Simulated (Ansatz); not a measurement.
Ansatz results at the PBE0-D4/def2-TZVP geometry: LUMO energy (PBE0/def2-TZVPP) -3.51 eV; HOMO energy (PBE0/def2-TZVPP) -10.00 eV; HOMO–LUMO gap (PBE0/def2-TZVPP) 6.50 eV.

Question: Which molecule gave them?
A. `C[N]=[Mo](=[O])([OH])[Cl]`
B. `[O]=[Mo](=[O])([F])[Cl]`
C. `C[N]=[Mo](=[O])([F])[O]C`
D. `[NH]=[Mo](=[NH])([F])[F]`

Answer: B. The others give `C[N]=[Mo](=[O])([OH])[Cl]`: -2.16, -7.96, 5.80; `[NH]=[Mo](=[NH])([F])[F]`: -2.09, -8.49, 6.40; `C[N]=[Mo](=[O])([F])[O]C`: -1.64, -7.82, 6.18.
